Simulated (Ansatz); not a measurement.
`C=[C](Cl)[AlH][CH3]` + HBr → `C=[C](Br)[AlH][CH3]` + HCl  (substitution at a C–Cl bond)

Calculated with Ansatz (gas phase, PBE0-D4/def2-TZVP geometries, no zero-point term in ΔE). CCSD(T)/CBS adds triple-zeta CCSD(T) − MP2 to the extrapolated MP2 energy (def2 sets, frozen cores). This one scheme is used for every species. Functionals use def2-TZVPP. B3LYP here is the variant with VWN-RPA as its local correlation; programs differ in this. For Br outer-core shells are correlated without core-valence functions, which leaves a few kJ/mol of doubt a bond. Scalar relativity is left out up to krypton. One conformer a species, not always the lowest.

`C=[C](Cl)[AlH][CH3]`:

Z-matrix (Å, degrees):
```
C
Al 1 1.949
H 1 1.092 2 112.3
H 1 1.095 2 111.1 3 120.7
H 1 1.095 2 111.2 3 -120.8
C 2 1.958 1 117.1 3 179.1
H 2 1.584 1 124.2 3 -1.0
Cl 6 1.750 2 118.1 1 179.9
C 6 1.331 2 123.5 1 -0.1
H 9 1.086 6 119.4 2 -0.0
H 9 1.086 6 123.4 2 -180.0
```

HBr:

Z-matrix (Å, degrees):
```
Br
H 1 1.420
```

`C=[C](Br)[AlH][CH3]`:

Z-matrix (Å, degrees):
```
C
Al 1 1.949
H 1 1.092 2 112.3
H 1 1.095 2 111.3 3 -120.9
H 1 1.095 2 111.1 3 120.6
C 2 1.956 1 116.9 3 178.1
H 2 1.583 1 124.2 3 -2.1
Br 6 1.915 2 117.3 1 -179.2
C 6 1.330 2 124.5 1 0.9
H 9 1.087 6 119.1 2 -0.2
H 9 1.086 6 124.0 2 179.8
```

HCl:

```xyz
2

Cl    0.386    0.338    0.382
H    -0.386   -0.338   -0.382
```

```tsv
level	ΔE (kJ/mol)	difference from CCSD(T)/CBS
r2SCAN-D4	-6.0	3.3
ωB97X-V	-5.3	4.0
ωB97M-V	-5.8	3.5
B2PLYP	-7.6	1.7
r2SCAN	-5.8	3.5
PBE0	-5.2	4.1
B3LYP	-4.9	4.4
HF/def2-TZVPP	-5.2	4.1
MP2/def2-TZVPP	-13.0	-3.7
SCS-MP2/def2-TZVPP	-11.6	-2.3
CCSD/def2-TZVPP	-10.5	-1.2
CCSD(T)/def2-TZVPP	-10.9	-1.6
HF/def2-QZVPP	-4.8	4.5
MP2/def2-QZVPP	-11.9	-2.6
HF/CBS(def2)	-4.8	4.5
MP2/CBS(def2)	-11.4	-2.1
CCSD(T)/CBS	-9.3	0
```

Largest T1 diagnostic among the species: 0.011.

In def2-TZVPP, CCSD(T) changes the Hartree–Fock value by −5.7 kJ/mol (the triples alone add −0.4 kJ/mol) and MP2 by −7.8 kJ/mol.
